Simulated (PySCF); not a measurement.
C3H5BF2Si.
Structure used (PBE0-D3(BJ)/def2-SVP), in Å, numbered top down from 1:
```
atom  x, y, z in Å
C1     2.720    0.567    0.055
C2     1.393   -0.003    0.179
C3     0.276   -0.481    0.279
Si4   -1.443   -1.084    0.394
B5    -2.647    0.500   -0.026
F6    -2.517    1.173   -1.153
F7    -3.573    0.930    0.810
H8     3.108    0.879    1.037
H9     2.707    1.452   -0.601
H10    3.425   -0.162   -0.373
H11   -1.672   -2.177   -0.602
H12   -1.727   -1.615    1.760
```

Level: PBE0/pcSseg-1 in PySCF, non-relativistic, on one gas-phase PBE0-D3(BJ)/def2-SVP geometry that isn't relaxed in the solvent. The solvent is an IEF-PCM continuum (van der Waals radii × 1.2). Specific hydrogen bonds and non-electrostatic terms are outside this model.

| run | E − E(gas) (kJ/mol) | HOMO (eV) | HOMO–LUMO gap (eV) | dipole (D) |
| --- | --- | --- | --- | --- |
| gas | 0.00 | -7.71 | 6.67 | 2.04 |
| P | -14.29 | -7.72 | 6.70 | 2.40 |
| Q | -14.95 | -7.73 | 6.71 | 2.41 |

Task: The runs were made in acetone and dimethylsulfoxide. Which run belongs to which solvent?

Result: P = acetone, Q = dimethylsulfoxide. The dielectric constants are 20.49 (acetone), 46.83 (dimethylsulfoxide), and the energy falls further as ε rises. In this model the ground state sees the solvent through ε alone.

Task: How constant is the ratio of the lowering to (ε − 1)/(2ε + 1)?

Result: 
| solvent | (ε − 1)/(2ε + 1) | E − E(gas) (kJ/mol) | ratio (kJ/mol) | polarisation term (kJ/mol) |
| --- | --- | --- | --- | --- |
| acetone | 0.464 | -14.29 | -30.8 | -15.86 |
| dimethylsulfoxide | 0.484 | -14.95 | -30.9 | -16.68 |

The ratio changes by +0.4 % in size from acetone to dimethylsulfoxide. The polarisation term is half the interaction of the solute with the induced surface charges.

On one thread of an Arm Neoverse V2, shared host with 96 logical CPUs at a one-minute load of 73, this took 14 s wall and 0.91 GiB of memory at its peak. This is the whole shielding run at PBE0/pcSseg-1 in dimethylsulfoxide, SCF included.
